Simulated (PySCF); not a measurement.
## Computed structure and properties of Dy(NH2)3

System: Dy(NH2)3 (singlet in the valence; each metal's 4f electrons, 9 of them, lie in its core potential, out of spins and levels); start: displaced along the imaginary mode (C1). Method: PySCF 2.14.0, RKS PBE0, Dy lcecp-1-SVP with ECP55, N def2-SVP, H def2-SVP; non-relativistic Hamiltonian with scalar-relativistic core potentials where named; density fitting; no spin-orbit coupling.

Input of the relaxation:

```python
mol = gto.M(atom='''
Dy    -0.00000     0.00000     0.00000
N      2.20234    -0.00001    -0.00531
H      2.82436    -0.24993     0.80413
H      2.83659     0.24992    -0.80476
N     -1.10117     1.90729    -0.00932
H     -1.59002     2.33796     0.80390
H     -1.24045     2.56458    -0.80499
N     -1.10118    -1.90728     0.01463
H     -1.38738    -2.48681     0.80530
H     -1.44311    -2.41572    -0.80359''',
    basis={'Dy': 'lcecp-1-SVP', 'N': 'def2-SVP', 'H': 'def2-SVP'},
    ecp={'Dy': 'lcecp-1-SVP'},
    charge=0, spin=0)
mf = dft.RKS(mol, xc='PBE0')
mf.grids.atom_grid = (50, 194)  # f atoms: unpruned, at least (60, 302)
mf = mf.density_fit()  # fitting sets: Dy AutoAux, N def2-universal-JKFIT, H def2-universal-JKFIT
mf.conv_tol = 1e-08; mf.max_cycle = 55
mf.kernel(dm0)  # dm0: converged density of the start geometry
# quasi-Newton relaxation in Cartesian coordinates to a largest gradient under 0.00045 Eh/bohr, steps kept in the point group
```

Run from Python with OMP_NUM_THREADS=2; the lines above give its settings. Where DIIS fails, smearing, a level shift and second-order steps follow.
It took 5 min on 2 threads of Intel(R) Xeon(R) Platinum 8375C CPU @ 2.90GHz (Ice Lake), with other jobs on the host, from the converged density of the start.

Course of the relaxation:

```
step  energy above end (eV)  largest force component within the symmetry (eV/Å)
   0                 0.8830                                               1.137
   1                 0.7574                                               0.160
   2                 0.6272                                               0.654
   3                 0.6132                                               1.469
   4                 0.4754                                               0.827
   5                 0.4497                                               0.799
   6                 0.4061                                               0.445
   7                 0.3553                                               0.294
  38                 0.0012                                               0.043
  39                 0.0009                                               0.029
  40                 0.0004                                               0.055
  41                 0.0001                                               0.035
  42                 0.0000                                               0.017
  43                 0.0000                                               0.017
```
(The steps between are left out.)

Relaxed geometry (C3v, nearly planar):

```xyz
10

Dy   -0.0047   -0.0068   -0.0517
N     2.1690   -0.0015    0.0080
H     2.7895   -0.8038    0.1223
H     2.7888    0.8068   -0.0618
N    -1.0844    1.8714   -0.2344
H    -2.0944    2.0201   -0.2220
H    -0.6780    2.8039   -0.3217
N    -1.0907   -1.8746    0.1997
H    -0.6932   -2.8059    0.3281
H    -2.1019   -2.0096    0.2335
```

```csv
contact,Å
Dy1–N2 (NH2),2.175
Dy1–N5 (NH2),2.174
Dy1–N8 (NH2),2.175
```

On the finer grid (75, 302):

The HOMO is -6.04 eV. The LUMO is -1.07 eV and the dipole about the centre of mass is 0.13 D. The set of Mulliken populations of Dy1 outside the core potential is s 2.24, p 6.36, d 1.43, f 0.06. The D3(BJ) dispersion energy (not in the energies) is -0.146 eV.

| atom | Mulliken (e) | Löwdin (e) | spin (e) |
| --- | --- | --- | --- |
| Dy1 | 0.91 | 0.53 | 0.00 |
| N2 | -0.55 | -0.31 | 0.00 |
| H3 | 0.12 | 0.07 | 0.00 |
| H4 | 0.12 | 0.07 | 0.00 |
| N5 | -0.55 | -0.31 | 0.00 |
| H6 | 0.12 | 0.07 | 0.00 |
| H7 | 0.12 | 0.07 | 0.00 |
| N8 | -0.55 | -0.31 | 0.00 |
| H9 | 0.12 | 0.07 | 0.00 |
| H10 | 0.12 | 0.07 | 0.00 |

The 4f levels lie in the core potential and are missing. Their spin isn't counted.

No frequency check is given for this geometry.

Taking off one NH2 (charge -1, singlet; the rest: singlet) in vacuum, both parts rigid, costs 10.68 eV; the small basis without counterpoise inflates it. Most of it is the attraction of opposite charges; other ways to part are cheaper, and one spin state was tried for the rest.

Rigid scan of NH2 along the line from its metal:

distance to N2 (Å), energy (eV) and a bar:
```
     1.87      1.028 ########
     1.97      0.397 ###
     2.07      0.087 #
     2.17      0.000 
     2.27      0.067 
     2.37      0.237 ##
     2.57      0.754 ######
     2.87      1.684 ############
     3.27      2.865 #####################
     3.77      4.057 ##############################
```

One start shape was tried, so this needn't be the lowest isomer.

An lcecp potential fixes the number of 4f electrons, so in runs with it no electron can move into or out of that shell.
